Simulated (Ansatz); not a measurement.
```xyz
9

C     0.414   -1.614   -0.515
O     0.473   -0.209   -0.494
Sn   -0.082    0.827    1.077
C    -0.160    2.770    0.225
N    -0.151    3.865   -0.137
H    -0.498   -2.013   -0.051
H     1.282   -2.063   -0.017
H     0.425   -1.932   -1.561
H    -1.703    0.367    1.474
```

Charge 0, multiplicity 2. Sn takes the def2 core potential.

Task: List the CAM-B3LYP/def2-TZVPP orbital energies in eV (Ansatz). (An estimate is asked.)

Result: Ansatz gave: α occupied: -522.89, -391.67, -280.36, -279.49, -141.96, -96.90, -96.84, -96.79, -31.58, -31.07, -30.98, -30.92, -30.90, -29.24, -26.78, -20.85, -17.53, -14.86, -14.54, -14.01, -13.21, -11.68, -11.33, -11.26, -10.66, -10.12, -8.33. α empty: -0.31, 0.75, 0.92, 2.03, 2.27, 2.72, 3.08, 3.28. β occupied: -522.77, -391.65, -280.37, -279.46, -141.90, -96.81, -96.78, -96.76, -31.46, -30.98, -30.86, -30.84, -30.83, -29.02, -26.72, -20.78, -17.13, -14.72, -14.39, -13.90, -12.82, -11.43, -11.23, -11.19, -10.14, -9.82. β empty: -3.29, -0.09, 1.00, 1.15, 2.08, 2.35, 2.76, 3.17. ⟨S²⟩ = 0.756.
